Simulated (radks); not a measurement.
Values are calculated unless marked as measured or tabulated.
Valence configurations of the niobium ion Nb2+ (all share [Kr]). Code: a radial shooting solver on a logarithmic mesh with Libxc functionals. Model: Dirac Kohn-Sham, PBE, spin-unpolarised, spherical densities, finite nucleus; open shells are shared between the two j in proportion to 2j + 1; Fermi nuclear charge, rms radius 4.324 fm. Energies are relative to 4d3; eigenvalues in eV.

valence      E (eV)  e(4d3/2)  e(4d5/2)  e(5p1/2)  e(5p3/2)  e(5s1/2)
4d3           0.000   -19.218   -19.018         -         -         -
4d2.5 5s0.5   1.243   -20.553   -20.344         -         -   -17.630
4d2 5s1       2.802   -21.940   -21.720         -         -   -18.364
4d2.5 5p0.5   3.664   -21.041   -20.830   -13.277   -13.010         -
4d1 5s2       6.925   -24.821   -24.580         -         -   -19.852
4d2 5p1       7.820   -22.898   -22.675   -14.141   -13.856         -
4d1 5p2      17.677   -26.658   -26.410   -15.791   -15.469         -
5s1 5p2      23.948         -         -   -16.853   -16.493   -22.385

NIST lists [Kr] 4d3 as the ground configuration; this level of theory agrees among the configurations tried. The energies are those of spherical spin-averaged densities, not of single terms.
